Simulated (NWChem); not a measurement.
The numbers come from NWChem runs, not from measurements. System: MgO, charge 0, spin multiplicity 1, at a geometry optimised with PBE0/def2-SVP. The structure started from a generated list of species. Level: TDA-LDA (SVWN5)/aug-cc-pVDZ.

The NWChem input:

```
start mol
memory heap 200 mb stack 900 mb global 1100 mb
geometry units angstroms nocenter noautoz
  Mg     0.000000     0.000000     0.699045
  O      0.000000     0.000000    -1.048568
  symmetry group C2v
end
basis spherical
  * library aug-cc-pvdz
end
dft
  xc slater vwn_5
  semidirect memsize 60000000 filesize 0
  iterations 100
end
tddft
  cis
  nroots 6
  notriplet
  thresh 1e-4
end
task tddft energy
```

Output (cleaned and shortened):

```
             Northwest Computational Chemistry Package (NWChem) 7.3.0
             --------------------------------------------------------

                                NWChem Input Module
                                -------------------

 Scaling coordinates for geometry "geometry" by  1.889725989
 (inverse scale =  0.529177249)

 Turning off AUTOSYM since
 SYMMETRY directive was detected!

                             Geometry "geometry" -> ""
                             -------------------------

 Output coordinates in angstroms (scale by  1.889725989 to convert to a.u.)

  No.       Tag          Charge          X              Y              Z
 ---- ---------------- ---------- -------------- -------------- --------------
    1 Mg                  12.0000     0.00000000     0.00000000     0.69904500
    2 O                    8.0000     0.00000000     0.00000000    -1.04856800

 Effective nuclear repulsion energy (a.u.)      29.0688017908

            Nuclear Dipole moment (a.u.)
            ----------------------------
        X                 Y               Z
 ---------------- ---------------- ----------------
     0.0000000000     0.0000000000    -0.0000075589

      Symmetry information
      --------------------

 Group name             C2v
 Group number             16
 Group order               4
 No. of unique centers     2

      Symmetry unique atoms

     1    2


 Summary of "ao basis" -> "" (spherical)
 ------------------------------------------------------------------------------
       Tag                 Description            Shells   Functions and Types
 ---------------- ------------------------------  ------  ---------------------
 *                        aug-cc-pvdz                 on all atoms

                                 NWChem DFT Module
                                 -----------------

 Summary of "ao basis" -> "ao basis" (spherical)
 ------------------------------------------------------------------------------
       Tag                 Description            Shells   Functions and Types
 ---------------- ------------------------------  ------  ---------------------
 Mg                       aug-cc-pvdz               11       27   5s4p2d
 O                        aug-cc-pvdz                9       23   4s3p2d

 Summary of "ao basis" -> "ao basis" (spherical)
 ------------------------------------------------------------------------------
       Tag                 Description            Shells   Functions and Types
 ---------------- ------------------------------  ------  ---------------------
 Mg                       aug-cc-pvdz               11       27   5s4p2d
 O                        aug-cc-pvdz                9       23   4s3p2d

      Symmetry analysis of basis
      --------------------------

        a1         24
        a2          4
        b1         11
        b2         11

            General Information
            -------------------
          SCF calculation type: DFT
          Wavefunction type:  closed shell.
          No. of atoms     :     2
          No. of electrons :    20
           Alpha electrons :    10
            Beta electrons :    10
          Charge           :     0
          Spin multiplicity:     1
          Use of symmetry is: off; symmetry adaption is: on
          Maximum number of iterations: 100
          AO basis - number of functions:    50
                     number of shells:    20
          Convergence on energy requested:  1.00D-06
          Convergence on density requested:  1.00D-05
[...]
     Transition Moments   XX  0.00000  XY -0.00000  XZ  0.22634
     Transition Moments   YY -0.00000  YZ -0.00037  ZZ -0.00000
     Dipole Oscillator Strength                    0.0032402883
     Electric Quadrupole                           0.0000000000
     Magnetic Dipole                               0.0000000255
     Total Oscillator Strength                     0.0032403139

          sigma_e =   1.9534 Angstrom
          sigma_h =   1.0563 Angstrom
         |d_h->e| =   1.8502 Angstrom
            d_exc =   2.8927 Angstrom
            d_CD1 =   2.7473 Angstrom
            d_CD2 =   0.3453 Angstrom
            d_CD3 =   4.7429 Angstrom
     Pearson C.C. =  -0.0031

     Occ.   10  b1  ---  Virt.   11  a1      -0.99892
  ----------------------------------------------------------------------------
  Root   2 singlet b2             0.025574475 a.u.                0.6959 eV
  ----------------------------------------------------------------------------
     Transition Moments    X -0.00070   Y -0.43595   Z  0.00000
     Transition Moments   XX -0.00000  XY -0.00000  XZ -0.00037
     Transition Moments   YY  0.00000  YZ -0.22634  ZZ -0.00000
     Dipole Oscillator Strength                    0.0032402888
     Electric Quadrupole                           0.0000000000
     Magnetic Dipole                               0.0000000255
     Total Oscillator Strength                     0.0032403143

          sigma_e =   1.9534 Angstrom
          sigma_h =   1.0563 Angstrom
         |d_h->e| =   1.8502 Angstrom
            d_exc =   2.8927 Angstrom
            d_CD1 =   2.7473 Angstrom
            d_CD2 =   0.3453 Angstrom
            d_CD3 =   4.7429 Angstrom
     Pearson C.C. =  -0.0031

     Occ.    9  b2  ---  Virt.   11  a1       0.99892
  ----------------------------------------------------------------------------
  Root   3 singlet a1             0.116846507 a.u.                3.1796 eV
  ----------------------------------------------------------------------------
     Transition Moments    X  0.00000   Y -0.00000   Z  0.97938
     Transition Moments   XX -0.73020  XY -0.00000  XZ  0.00000
     Transition Moments   YY -0.73020  YZ -0.00000  ZZ  1.96179
     Dipole Oscillator Strength                    0.0747183736
     Electric Quadrupole                           0.0000000205
     Magnetic Dipole                               0.0000000000
     Total Oscillator Strength                     0.0747183942

          sigma_e =   2.2569 Angstrom
          sigma_h =   1.3150 Angstrom
         |d_h->e| =   1.7429 Angstrom
            d_exc =   3.1834 Angstrom
            d_CD1 =   2.6849 Angstrom
            d_CD2 =  -0.0430 Angstrom
            d_CD3 =   4.9263 Angstrom
     Pearson C.C. =  -0.0460

     Occ.    8  a1  ---  Virt.   11  a1      -0.69806
     Occ.    9  b2  ---  Virt.   12  b2       0.50281
     Occ.   10  b1  ---  Virt.   13  b1       0.50281
  ----------------------------------------------------------------------------
  Root   4 singlet a2             0.134402321 a.u.                3.6573 eV
  ----------------------------------------------------------------------------
     Transition Moments    X  0.00000   Y  0.00000   Z -0.00000
     Transition Moments   XX -0.00000  XY  0.00001  XZ  0.00000
     Transition Moments   YY -0.00000  YZ  0.00000  ZZ -0.00000
     Dipole Oscillator Strength                    0.0000000000
     Electric Quadrupole                           0.0000000000
     Magnetic Dipole                               0.0000000000
     Total Oscillator Strength                     0.0000000000

          sigma_e =   2.5456 Angstrom
          sigma_h =   1.0556 Angstrom
         |d_h->e| =   2.1055 Angstrom
            d_exc =   3.4681 Angstrom
            d_CD1 =   3.5956 Angstrom
            d_CD2 =   0.3050 Angstrom
            d_CD3 =   5.5736 Angstrom
     Pearson C.C. =  -0.0000

     Occ.    9  b2  ---  Virt.   13  b1       0.70711
     Occ.   10  b1  ---  Virt.   12  b2      -0.70711
  ----------------------------------------------------------------------------
  Root   5 singlet a2             0.136607123 a.u.                3.7173 eV
  ----------------------------------------------------------------------------
     Transition Moments    X  0.00000   Y -0.00000   Z  0.00000
     Transition Moments   XX -0.00000  XY  1.39548  XZ -0.00000
     Transition Moments   YY  0.00000  YZ  0.00000  ZZ  0.00000
     Dipole Oscillator Strength                    0.0000000000
     Electric Quadrupole                           0.0000000264
     Magnetic Dipole                               0.0000000000
     Total Oscillator Strength                     0.0000000264

          sigma_e =   2.5750 Angstrom
          sigma_h =   1.0558 Angstrom
         |d_h->e| =   2.1428 Angstrom
            d_exc =   3.5107 Angstrom
            d_CD1 =   3.6620 Angstrom
            d_CD2 =   0.3274 Angstrom
            d_CD3 =   5.6535 Angstrom
     Pearson C.C. =   0.0022

     Occ.    9  b2  ---  Virt.   13  b1      -0.70670
     Occ.   10  b1  ---  Virt.   12  b2      -0.70670
  ----------------------------------------------------------------------------
  Root   6 singlet a1             0.136607137 a.u.                3.7173 eV
  ----------------------------------------------------------------------------
     Transition Moments    X -0.00000   Y -0.00000   Z  0.00000
     Transition Moments   XX  1.39548  XY  0.00000  XZ  0.00000
     Transition Moments   YY -1.39548  YZ  0.00000  ZZ  0.00000
     Dipole Oscillator Strength                    0.0000000000
     Electric Quadrupole                           0.0000000264
     Magnetic Dipole                               0.0000000000
     Total Oscillator Strength                     0.0000000264

          sigma_e =   2.5750 Angstrom
          sigma_h =   1.0558 Angstrom
         |d_h->e| =   2.1428 Angstrom
            d_exc =   3.5107 Angstrom
            d_CD1 =   3.6620 Angstrom
            d_CD2 =   0.3274 Angstrom
            d_CD3 =   5.6535 Angstrom
     Pearson C.C. =   0.0022

     Occ.    9  b2  ---  Virt.   12  b2       0.70670
     Occ.   10  b1  ---  Virt.   13  b1      -0.70670

              Target root =      1
          Target symmetry = none
      Ground state energy =   -273.756403776029
        Excitation energy =      0.025574472459
     Excited state energy =   -273.730829303570

  stored tddft:energy   -273.73082930357020

 Task  times  cpu:       21.7s     wall:       21.7s

 Total times  cpu:       21.8s     wall:       21.8s
```
